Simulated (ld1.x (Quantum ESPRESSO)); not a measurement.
Pseudopotential generation for iron (Fe): TM, PBE, scalar-relativistic.

ld1.x (Quantum ESPRESSO) 7.5 input, shortened:

```
&input
   title='Fe', zed=26., rel=1, dft='PBE', iswitch=3,
   config='[Ar] 3d6 4s1 4p1'
 /
 &inputp
   pseudotype=2, tm=.true., lloc=-1, rcloc=1.05,
   nlcc=.false.
 /
3
3S  1  0   2.00   0.00  0.75  0.75  0.0
3P  2  1   6.00   0.00  1.25  1.25  0.0
3D  3  2   6.00   0.00  0.95  0.95  0.0
 &test
   configts(1)='3s2 3p6 3d6 4s1 4p1'
 /
```

Occupied shells without a wave of their own: 4p, 4s. They enter only through the test configuration that unscreens the potential.

Poles of the logarithmic derivatives, all-electron (AE) and pseudo (PS). s: poles at -5.7 (AE) and -5.7 (PS) Ry. p: poles at -2.9 (AE) and -2.9 (PS) Ry. d: poles at 1.3 (AE) and 1.3 (PS) Ry. Test radius 1.35 bohr.

- Cutoffs needed: 230 Ry and over 300 Ry (the cutoffs (Ry, on a coarse ladder) from which the occupation-weighted sum of valence levels, in a spherical-Bessel basis at the reference potential, stays within 10 and 1 mRy of its value at 400 Ry)
- Ghost test: no extra level below or beside the all-electron valence levels (s, p, d, f tested) (spherical-Bessel basis up to 400 Ry, 20 bohr box)
- Largest excitation error: -57 meV (all-electron minus pseudo) for 3s2 3p6 3d5 4s0 4p0, out of 7 test configurations
